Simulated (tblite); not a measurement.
Species: C7H7N3.
Numbering: `[CH3:1][CH2:2][C@H:3]([C:4]#[N:5])[CH:6]([C:7]#[N:8])[C:9]#[N:10]` (hydrogens: H11, H12, H13 on C1; H14, H15 on C2; H16 on C3; H17 on C6)

Structure optimised with GFN2-xTB, isolated species.

(1) What internal coordinates does the optimisation give?

Answers

(1) 
```json
{"bond": "C1–C2", "length (Å)": "1.524", "order": "single"}
{"bond": "C2–C3", "length (Å)": "1.538", "order": "single"}
{"bond": "C3–C4", "length (Å)": "1.447", "order": "single"}
{"bond": "C4≡N5", "length (Å)": "1.142", "order": "triple"}
{"bond": "C3–C6", "length (Å)": "1.554", "order": "single"}
{"bond": "C6–C7", "length (Å)": "1.450", "order": "single"}
{"bond": "C7≡N8", "length (Å)": "1.141", "order": "triple"}
{"bond": "C6–C9", "length (Å)": "1.451", "order": "single"}
{"bond": "C9≡N10", "length (Å)": "1.141", "order": "triple"}
{"bond": "C1–H11, C1–H12, C1–H13", "length (Å)": "1.088", "order": "single"}
{"bond": "C2–H14", "length (Å)": "1.093", "order": "single"}
{"bond": "C2–H15", "length (Å)": "1.093", "order": "single"}
{"bond": "C3–H16", "length (Å)": "1.098", "order": "single"}
{"bond": "C6–H17", "length (Å)": "1.100", "order": "single"}
```

Bonds in one row agree within 0.01 Å and their mean is given. Orders are formal, as drawn. A selection of angles:
```json
{"angle": "C1–C2–C3", "degrees": "111.2"}
{"angle": "C2–C3–C4", "degrees": "110.3"}
{"angle": "C2–C3–C6", "degrees": "112.1"}
{"angle": "C4–C3–C6", "degrees": "108.4"}
{"angle": "C3–C4–N5", "degrees": "179.0"}
{"angle": "C3–C6–C7", "degrees": "110.1"}
{"angle": "C3–C6–C9", "degrees": "111.0"}
{"angle": "C7–C6–C9", "degrees": "108.9"}
{"angle": "C6–C7–N8", "degrees": "178.7"}
{"angle": "C6–C9–N10", "degrees": "179.5"}
```

Dihedral angles: C1–C2–C3–C4 -65° (synclinal); C2–C3–C6–C7 -66° (synclinal).

Of the pairs four or more bonds apart, C7···H15 is among the closest relative to their van der Waals radii: 2.64 Å, 91 % of the sum of Bondi's values. All 3 C–N bonds measure 1.141 to 1.142 Å. The C–C distances run from 1.447 Å (C3–C4, drawn single) to 1.554 Å (C3–C6, drawn single), a spread of 0.107 Å.

Point group: C1 (no symmetry element, even within 0.4 Å). Its GFN2-xTB frequencies are all real (lowest 45 cm⁻¹). The numbers are those of one conformer. 3 starts were optimised and ended at 0.00, 0.00 and 0.18 kcal/mol (GFN2-xTB); the lowest of these is shown.

All values are computed, not measured.
